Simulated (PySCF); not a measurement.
## C₆ coefficients of unlike pairs at PBE

Calculated with PySCF 2.14 from the dipole response of each species, C₆(A,B) = (3/π) ∫ α_A(iu) α_B(iu) du, in atomic units, from isotropic polarisabilities. For ions this is the dispersion term alone; charge-induced terms of lower order in 1/R come first.

```tsv
species	configuration	basis	relativity	α (bohr³)	C₆ (like pair)
Ne³⁺	[He] 2s2 2p3 (4S)	aug-cc-pCVTZ-DK (7s6p4d2f)	spin-free X2C	0.6871	0.6103
Ar⁺	[Ne] 3s2 3p5 (2P)	aug-cc-pwCVDZ (6s5p3d)	none	6.866	31.59
Cd²⁺	[Kr] 4d10 (1S)	aug-cc-pVTZ-PP with one added diffuse shell each of s, p, d, f, g type with ECP28MDF (7s7p6d4f3g)	core potential	5.668	28.64
Sr²⁺	[Kr] (1S)	x2c-TZVPPall with one added diffuse shell each of s, p, d, f type (9s7p7d3f1g)	spin-free X2C	5.834	28.27
```

Task: Estimate C₆ for Sr²⁺ with Cd²⁺.

Result: The integral gives 28.28. The combination rule 2 C_A C_B / (C_A α_B/α_A + C_B α_A/α_B) gives 28.44 and the geometric mean 28.46.

No spin-orbit coupling is included.

The other pairs:

```csv
pair,C₆
"Sr²⁺, Ne³⁺",3.972
"Ar⁺, Ne³⁺",4.079
"Cd²⁺, Ne³⁺",4.106
"Sr²⁺, Ar⁺",29.73
"Cd²⁺, Ar⁺",29.50
```
